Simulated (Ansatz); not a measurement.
Geometry optimisation, Ansatz 0.2.0, RKS PBE-D4/def2-SVP.

Input:

```yaml
crystal:
  periodic: [false, false, false]
  atoms:
    - { symbol: Si, position_ang: [-0.5708, -0.3722, 0.1475] }
    - { symbol: H, position_ang: [1.223, -0.7365, -0.2771] }
    - { symbol: H, position_ang: [-0.6602, -1.8088, -0.0432] }
    - { symbol: H, position_ang: [-1.775, 0.0752, 0.8531] }
    - { symbol: "N", position_ang: [-0.3638, 0.8839, -0.9814] }
    - { symbol: H, position_ang: [1.7165, -0.6005, 0.5524] }
    - { symbol: Br, position_ang: [0.9778, -0.113, 2.3423] }
    - { symbol: H, position_ang: [-0.9606, 1.6921, -0.9817] }
    - { symbol: H, position_ang: [0.413, 0.9797, -1.6119] }
basis:
  gaussian: { orbitals: def2-SVP }
hamiltonian:
  xc: pbe
  dispersion: d4
relax:
  f_tol: 0.15
  max_steps: 25
  restrain:
    - { distance: [0, 6], at: 3.61, k: 30.0 }
    - { distance: [5, 1], at: 1.92, k: 30.0 }
    - { distance: [0, 1], at: 1.42, k: 30.0 }
    - { distance: [5, 6], at: 1.51, k: 30.0 }
```

Launched with:

```bash
$ ansatz run input.yaml --threads 2 --pin off --max-ram 3072MiB --backend cpu --events-out ev --progress --plain --runs-dir out
```

Task: Where does it end, and by what steps?

Result: The run converged. The restraints hold the end off the free minimum. After 20 steps the energy has fallen by 0.951 eV (the restraints' own energy left out); H3 moved furthest, 1.29 Å. Parted: Si1–Br7. Joined: Si1–H2, H6–Br7.

```csv
step,energy less start (eV),largest force component (eV/Å),accepted
0,0.0000,1.868,yes
1,0.9079,1.815,yes
2,1.1132,2.349,yes
3,0.8172,2.777,yes
4,0.1906,1.345,yes
5,-0.2471,1.312,yes
6,-0.5744,1.143,yes
7,-0.7755,1.136,yes
8,-0.8440,1.228,yes
9,-0.8685,1.152,yes
10,-0.8942,1.148,yes
11,-0.8944,1.150,yes
12,-0.8969,1.137,yes
13,-0.8690,1.437,no
14,-0.9032,1.128,yes
15,-0.9146,1.241,yes
16,-0.9276,0.984,yes
17,-0.9366,1.263,yes
18,-0.8754,1.242,no
19,-0.9336,0.964,yes
20,-0.9505,1.081,yes
```

```xyz
9
Properties=species:S:1:pos:R:3
Si -0.523 -0.636 -0.238
H 0.744 -1.321 -0.021
H -1.340 -1.572 -1.109
H -1.253 -0.457 1.060
N -0.208 0.954 -0.877
H 1.709 -0.326 1.306
Br 1.574 0.638 2.422
H -0.928 1.667 -0.746
H 0.224 1.054 -1.798
```

Whether the end is a true minimum wasn't checked by a vibrational analysis.

The run took 31 s on 2 threads of AMD EPYC 7B13 (Zen 3), on a shared host, peak memory 0.16 GiB.
